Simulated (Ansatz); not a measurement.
A run for Ansatz (an electronic-structure program): R-CCSD(T)/def2-SVP on ClGaH2O (SMILES [OH][GaH][Cl]), a point of a torsion scan. The run froze 20 orbitals, filled d shells among them.

Ansatz 0.2 input:
```yaml
crystal:
  periodic: [false, false, false]
  atoms:
    - {symbol: O, position_ang: [-1.15025137, -0.20063426, -0.34520866]}
    - {symbol: Ga, position_ang: [0.56596044, -0.11971039, -0.47416812]}
    - {symbol: Cl, position_ang: [1.16554841, 0.61917090, -2.30803937]}
    - {symbol: H, position_ang: [-1.83459531, -0.45555389, 0.26670841]}
    - {symbol: H, position_ang: [1.45492976, -0.56720672, 0.69198032]}
basis:
  gaussian:
    orbitals: def2-SVP
magnetization: {spin_polarized: false}
correlation: {method: ccsd_t, electrons: outside_noble_gas}
scf: {lower_state_search: off}
```

Task: Give the final energy of this run.

Result: -2458.8176 hartree (reference determinant -2458.3999, T1 diagnostic 0.013).
